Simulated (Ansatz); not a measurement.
ClF3Ge (`[F][Ge]([F])([F])[Cl]`) at its PBE0-D4/def2-TZVP geometry, where that method's forces vanish. The species carries charge 0 and has multiplicity 1.

```xyz
5

F     0.8925    0.4059   -1.4089
Ge   -0.0284    0.0099   -0.0379
F    -1.0565    1.3216    0.2889
F    -1.0034   -1.3216   -0.4390
Cl    1.1958   -0.4157    1.5969
```

**Question.** What forces (eV/Å) does PBE-D4/def2-TZVPP give on these atoms in Ansatz 0.2.0? (Estimate.)

**Answer.** Computed: 
```
F1   0.457  0.194 -0.672
Ge2  0.240 -0.083  0.321
F3  -0.504  0.646  0.165
F4  -0.478 -0.657 -0.194
Cl5  0.285 -0.099  0.381
```
